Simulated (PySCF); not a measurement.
PySCF input for C3H5F3O, SMILES CCOC(F)(F)F, PBE0/pcSseg-1. Geometry: ωB97X-D3(BJ)/def2-SVP. The values are those of a single conformer.

```python
import numpy as np
from pyscf import gto, scf, dft
from pyscf.prop.nmr import rks as nmr

mol = gto.M(
    atom='''
    C     2.71776668    0.11029107   -0.58696101
    C     1.23302327    0.10759695   -0.87691214
    O     0.54396845   -0.04222254    0.37472396
    C    -0.79241929   -0.04749523    0.32189486
    F    -1.29003673    1.09525515   -0.18420942
    F    -1.27134858   -1.04368316   -0.44454178
    F    -1.26629395   -0.20061555    1.55019596
    H     3.01982255   -0.83152316   -0.10508355
    H     3.28188427    0.22117625   -1.52534338
    H     2.98030837    0.94399493    0.08120247
    H     0.91255540    1.05031337   -1.34978444
    H     0.95257116   -0.72714581   -1.53991570
    ''',
    basis='pcSseg-1',
    charge=0,
    spin=0,
    max_memory=1600,
    verbose=3,
)
mf = dft.RKS(mol, xc='pbe0')
mf.grids.level = 3
mf.conv_tol = 1e-10
mf.max_cycle = 100
mf.kernel()
n = nmr.NMR(mf)
n.verbose = 2
n.max_cycle_cphf = 60
sigma = n.kernel()
print('atom   isotropic/ppm   span/ppm')
for i, s in enumerate(sigma):
    w = np.linalg.eigvalsh((s + s.T) / 2)
    print(f'{mol.atom_symbol(i):2s}{i + 1:3d} {w.mean():14.3f} {w[2] - w[0]:11.3f}')
```

It prints:

```
converged SCF energy = -491.557435716723
atom   isotropic/ppm   span/ppm
C   1        168.375      28.825
C   2        120.803      78.128
O   3        214.074     124.874
C   4         55.091      19.078
F   5        252.777     202.344
F   6        252.553     201.551
F   7        248.728     176.011
H   8         29.705       9.840
H   9         30.127      10.860
H  10         29.709       9.842
H  11         27.397       9.329
H  12         27.394       9.398
```

Self-consistency was reached.
